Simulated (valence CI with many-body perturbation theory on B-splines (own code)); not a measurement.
# Pb LXX: electric-dipole lines

Calculated by configuration interaction combined with many-body perturbation theory (CI+MBPT): three valence electrons over a frozen Dirac-Fock core [Ne], radial functions for each j: 11 s, 11 p, 9 d, 7 f, 5 g, 2 h, 1 i, with the one-electron correlation potential Σ1, the two-electron term Σ2, the three-electron term Σ3, Breit, model QED; selected CI, second order for the rest (own B-spline code, finite nucleus).

The last digits are not significant, and no measured levels were compared; by estimate large intervals hold to a few tenths of a per cent, small ones and those within an open d or f shell to about a per cent.

Lines 101 to 150 of 248 in falling wavelength, among levels below 153.51 Ry, chosen from the strongest by gf and those to the six lowest levels. Wavelengths and rates use the calculated energies. Electric multipoles are in the length gauge, E1 and E2 with the static RPA response of the core. Weak lines are less certain than strong ones. Lines between different terms over intervals too small for the method are left out, as are lines whose strength nearly cancels. The highest levels of a list are the least certain.

Levels are named by their leading jj configuration (3d3/2^4 stands for four electrons in 3d with j = 3/2), which in mixed levels can hold well under half, so a name can repeat and another be missing. Letters in brackets count levels of one name in rising energy.

| λ vac (Å) | Upper | Lower | A (s⁻¹) | S (a.u.) with core polarisation | S without |
| --- | --- | --- | --- | --- | --- |
| 15.78 | (3p1/2 3p3/2 3d3/2) J=5/2 [a] | (3s 3p1/2 3d3/2) J=5/2 | 9.16e+11 | 1.07e-02 | 1.08e-02 |
| 15.78 | (3p1/2 3p3/2 3d5/2) J=9/2 | (3s 3p1/2 3d5/2) J=7/2 | 1.94e+12 | 3.76e-02 | 3.81e-02 |
| 15.73 | (3p1/2 3p3/2^2) J=3/2 | (3s 3p1/2 3p3/2) J=3/2 [b] | 7.05e+11 | 5.42e-03 | 5.49e-03 |
| 15.72 | (3p1/2 3p3/2 3d3/2) J=3/2 [b] | (3s 3p1/2 3d3/2) J=3/2 [c] | 4.75e+11 | 3.64e-03 | 3.69e-03 |
| 15.69 | (3p1/2 3p3/2 3d3/2) J=5/2 [b] | (3s 3p1/2 3d3/2) J=3/2 [c] | 3.09e+12 | 3.53e-02 | 3.58e-02 |
| 15.62 | (3s 3p3/2 3d3/2) J=3/2 [b] | (3s^2 3d3/2) J=3/2 | 2.64e+12 | 1.99e-02 | 2.01e-02 |
| 15.60 | (3p1/2^2 3d5/2) J=5/2 | (3s^2 3p3/2) J=3/2 | 2.55e+09 | 2.87e-05 | 2.91e-05 |
| 15.59 | (3p1/2 3p3/2 3d5/2) J=5/2 [b] | (3s 3p1/2 3d5/2) J=3/2 | 9.53e+11 | 1.07e-02 | 1.09e-02 |
| 15.59 | (3p1/2 3p3/2 3d3/2) J=3/2 [a] | (3s 3p1/2 3d3/2) J=5/2 | 1.11e+12 | 8.29e-03 | 8.40e-03 |
| 15.59 | (3p1/2 3p3/2 3d5/2) J=7/2 [a] | (3s 3p1/2 3d5/2) J=5/2 [a] | 3.30e+12 | 4.95e-02 | 5.01e-02 |
| 15.59 | (3p1/2 3p3/2 3d5/2) J=5/2 [a] | (3s 3p1/2 3d5/2) J=7/2 | 5.81e+11 | 6.53e-03 | 6.61e-03 |
| 15.59 | (3s 3p1/2 3d3/2) J=3/2 [a] | (3s 3p1/2^2) J=1/2 | 3.23e+11 | 2.41e-03 | 2.45e-03 |
| 15.56 | (3p1/2 3p3/2 3d3/2) J=5/2 [a] | (3s 3p1/2 3d3/2) J=3/2 [b] | 3.36e+11 | 3.75e-03 | 3.80e-03 |
| 15.56 | (3p1/2 3p3/2 3d5/2) J=7/2 [b] | (3s 3p1/2 3d5/2) J=5/2 [b] | 4.32e+11 | 6.43e-03 | 6.52e-03 |
| 15.54 | (3s 3p3/2 3d5/2) J=7/2 [b] | (3s^2 3d5/2) J=5/2 | 5.65e+12 | 8.36e-02 | 8.48e-02 |
| 15.44 | (3s 3p1/2 3p3/2) J=3/2 [b] | (3s^2 3p1/2) J=1/2 | 1.64e+12 | 1.19e-02 | 1.21e-02 |
| 15.43 | (3p1/2 3p3/2^2) J=5/2 | (3s 3p1/2 3p3/2) J=5/2 | 7.43e+11 | 8.08e-03 | 8.19e-03 |
| 15.42 | (3p1/2 3p3/2 3d3/2) J=7/2 | (3s 3p1/2 3d3/2) J=5/2 | 4.11e+12 | 5.96e-02 | 6.03e-02 |
| 15.41 | (3p1/2 3p3/2 3d3/2) J=1/2 [b] | (3s 3p1/2 3d3/2) J=1/2 | 1.61e+12 | 5.81e-03 | 5.88e-03 |
| 15.39 | (3p1/2 3d3/2^2) J=5/2 | (3p1/2^2 3d3/2) J=3/2 | 1.15e+12 | 1.24e-02 | 1.26e-02 |
| 15.38 | (3p1/2 3p3/2 3d3/2) J=3/2 [a] | (3s 3p1/2 3d3/2) J=3/2 [b] | 7.16e+11 | 5.15e-03 | 5.21e-03 |
| 15.37 | (3p1/2 3p3/2 3d5/2) J=1/2 | (3s 3p1/2 3d5/2) J=3/2 | 1.39e+12 | 4.98e-03 | 5.05e-03 |
| 15.36 | (3s 3p3/2 3d3/2) J=5/2 [b] | (3s^2 3d3/2) J=3/2 | 1.04e+13 | 1.12e-01 | 1.13e-01 |
| 15.36 | (3p1/2 3p3/2^2) J=1/2 | (3s 3p1/2 3p3/2) J=3/2 [b] | 3.69e+12 | 1.32e-02 | 1.34e-02 |
| 15.34 | (3p1/2 3p3/2 3d5/2) J=3/2 [a] | (3s 3p1/2 3d5/2) J=5/2 [a] | 1.05e+12 | 7.46e-03 | 7.56e-03 |
| 15.34 | (3p1/2 3p3/2 3d5/2) J=7/2 [b] | (3s 3p1/2 3d5/2) J=7/2 | 4.64e+11 | 6.62e-03 | 6.70e-03 |
| 15.32 | (3p1/2 3p3/2 3d3/2) J=1/2 [a] | (3s 3p1/2 3d3/2) J=3/2 [b] | 2.10e+12 | 7.47e-03 | 7.57e-03 |
| 15.30 | (3s 3p1/2 3d3/2) J=3/2 [b] | (3s 3p1/2^2) J=1/2 | 9.32e+11 | 6.59e-03 | 6.67e-03 |
| 15.30 | (3p1/2 3p3/2^2) J=3/2 | (3s 3p1/2 3p3/2) J=5/2 | 8.15e+11 | 5.76e-03 | 5.83e-03 |
| 15.29 | (3p1/2 3p3/2 3d5/2) J=5/2 [b] | (3s 3p1/2 3d5/2) J=7/2 | 4.36e+11 | 4.61e-03 | 4.67e-03 |
| 15.27 | (3p1/2 3p3/2 3d3/2) J=5/2 [a] | (3s 3p1/2 3d3/2) J=3/2 [a] | 1.33e+12 | 1.40e-02 | 1.42e-02 |
| 15.23 | (3s 3p3/2 3d3/2) J=3/2 [a] | (3s 3p1/2 3p3/2) J=3/2 [b] | 1.48e+11 | 1.03e-03 | 1.05e-03 |
| 15.22 | (3s 3p3/2 3d3/2) J=1/2 [b] | (3s^2 3d3/2) J=3/2 | 8.16e+12 | 2.84e-02 | 2.88e-02 |
| 15.21 | (3s 3p3/2^2) J=1/2 | (3s^2 3p3/2) J=3/2 | 4.96e+12 | 1.72e-02 | 1.75e-02 |
| 15.20 | (3s 3p1/2 3p3/2) J=1/2 | (3s^2 3p1/2) J=1/2 | 6.85e+12 | 2.37e-02 | 2.41e-02 |
| 15.19 | (3p1/2 3p3/2 3d5/2) J=3/2 [b] | (3s 3p1/2 3d5/2) J=5/2 [b] | 2.78e+12 | 1.93e-02 | 1.95e-02 |
| 15.19 | (3s 3p3/2 3d3/2) J=1/2 [a] | (3s 3p1/2 3p3/2) J=3/2 [b] | 1.49e+12 | 5.16e-03 | 5.23e-03 |
| 15.11 | (3s 3p3/2 3d5/2) J=3/2 [b] | (3s^2 3d5/2) J=5/2 | 6.32e+12 | 4.31e-02 | 4.36e-02 |
| 15.10 | (3s 3p3/2 3d3/2) J=5/2 [a] | (3s 3p1/2 3p3/2) J=3/2 [b] | 9.98e+11 | 1.02e-02 | 1.03e-02 |
| 15.10 | (3p1/2 3p3/2 3d3/2) J=3/2 [a] | (3s 3p1/2 3d3/2) J=3/2 [a] | 2.48e+12 | 1.69e-02 | 1.71e-02 |
| 15.08 | (3s 3d3/2 3d5/2) J=5/2 [a] | (3s 3p1/2 3d5/2) J=3/2 | 3.06e+11 | 3.11e-03 | 3.15e-03 |
| 15.07 | (3s 3p3/2 3d5/2) J=5/2 [b] | (3s^2 3d5/2) J=5/2 | 5.70e+12 | 5.78e-02 | 5.86e-02 |
| 15.06 | (3s 3p3/2^2) J=3/2 | (3s^2 3p3/2) J=3/2 | 1.01e+13 | 6.81e-02 | 6.91e-02 |
| 15.04 | (3p1/2 3p3/2 3d3/2) J=1/2 [a] | (3s 3p1/2 3d3/2) J=3/2 [a] | 2.96e+12 | 9.94e-03 | 1.01e-02 |
| 15.04 | (3p1/2 3p3/2^2) J=5/2 | (3s 3p1/2 3p3/2) J=3/2 [a] | 3.25e+11 | 3.27e-03 | 3.31e-03 |
| 15.02 | (3p1/2 3p3/2 3d5/2) J=7/2 [b] | (3s 3p1/2 3d5/2) J=5/2 [a] | 7.13e+11 | 9.54e-03 | 9.67e-03 |
| 14.98 | (3s 3d3/2 3d5/2) J=7/2 [a] | (3s 3p1/2 3d5/2) J=5/2 [b] | 4.73e+11 | 6.29e-03 | 6.37e-03 |
| 14.98 | (3s 3d3/2^2) J=3/2 | (3s 3p1/2 3d3/2) J=1/2 | 5.05e+12 | 3.35e-02 | 3.39e-02 |
| 14.97 | (3p1/2 3p3/2 3d5/2) J=5/2 [b] | (3s 3p1/2 3d5/2) J=5/2 [a] | 2.03e+12 | 2.02e-02 | 2.04e-02 |
| 14.92 | (3p1/2 3p3/2 3d3/2) J=5/2 [b] | (3s 3p1/2 3d3/2) J=5/2 | 1.19e+12 | 1.17e-02 | 1.19e-02 |
